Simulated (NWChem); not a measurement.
# CH₆FNOSi; SMILES CN[Si@H](O)F

```xyz
11

C      0.1221     2.3648    -0.0769
N     -0.3486     1.0676     0.3913
Si     0.0085    -0.4401    -0.3058
O     -1.2290    -1.4579     0.1077
F      1.3619    -1.1592     0.2271
H      0.5212     2.2604    -1.0913
H     -0.6969     3.0940    -0.1204
H      0.9204     2.7817     0.5533
H     -0.8157     1.0859     1.2899
H      0.2149    -0.2414    -1.7567
H     -0.9809    -2.3856     0.2238
```
Atoms are numbered in this order, from 1.

Results from NWChem. Medium grid unless said otherwise, to which SCAN and Minnesota functionals are sensitive. Structure relaxed at the B3LYP/6-31G* (spherical d) level. Total energies of different functionals are on different scales.

```
level                   energy (Ha)  highest occupied level (eV)  orbital gap (eV)  dipole (D)
----------------------  -----------  ---------------------------  ----------------  ----------
PBE/def2-TZVP             -560.8495                        -5.82              5.77        0.90
B3LYP/def2-TZVP           -561.3295                        -7.00              7.50        0.87
r2SCAN/def2-TZVP          -561.1439                        -6.09              6.67        0.88
M06-2X/def2-TZVP          -561.1810                        -8.66             10.13        0.85
Hartree-Fock/def2-TZVP    -559.3279                       -10.72             14.36        0.84
TPSSh/def2-TZVP           -561.3169                        -6.46              7.00        0.88
```
